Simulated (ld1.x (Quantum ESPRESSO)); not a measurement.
## PBEsol PAW dataset for oxygen, scalar-relativistic all-electron reference.

| Item | Value |
| --- | --- |
| Element | oxygen |
| Generator | ld1.x (Quantum ESPRESSO) 7.5 |
| Type | PAW |
| Functional | PBEsol |
| Relativity | scalar-relativistic |
| Frozen core | [He] |
| Valence charge | 6 |
| Reference configuration | 2s2 2p1 (charge +3) |
| Partial waves | 2s (bound): rcut 0.60, rcutus 0.70 bohr; 2s channel at -5.25 Ry: rcut 0.60, rcutus 0.70 bohr; 2p (bound): rcut 1.45, rcutus 1.85 bohr; 2p channel at -4.4 Ry: rcut 1.45, rcutus 1.85 bohr |
| Local potential | all-electron potential smoothed inside 0.90 bohr (lloc = -1) |
| Core correction | Bessel-smoothed model core inside 0.50 bohr |
| Augmentation charge | BESSEL, radius 0.65 bohr |

Q: Estimate the cutoffs (Ry, on a coarse ladder) from which the occupation-weighted sum of valence levels, in a spherical-Bessel basis at the reference potential, stays within 10 and 1 mRy of its value at 400 Ry.

A: 70 Ry and 120 Ry.

Q: Does the potential have ghost states?

A: No extra level below or beside the all-electron valence levels (s, p, d, f tested).

Q: Is the overlap operator S = 1 + Σ q|β⟩⟨β| positive definite (Bessel basis up to 400 Ry)?

A: Yes: its lowest eigenvalue is 0.58 (s channel).

Q: Which valence shell sets the plane-wave cutoff?

A: 2s: its level needs 90 Ry to come within 1 mRy, against 25 Ry for 2p.

Test run stopped at test 3 of 7 (negative rho), 2 before it not solved. Not counted: 2s2 2p4 (solver errors, printed error -350 eV); 2s2 2p3 (solver errors, printed error -249 eV).
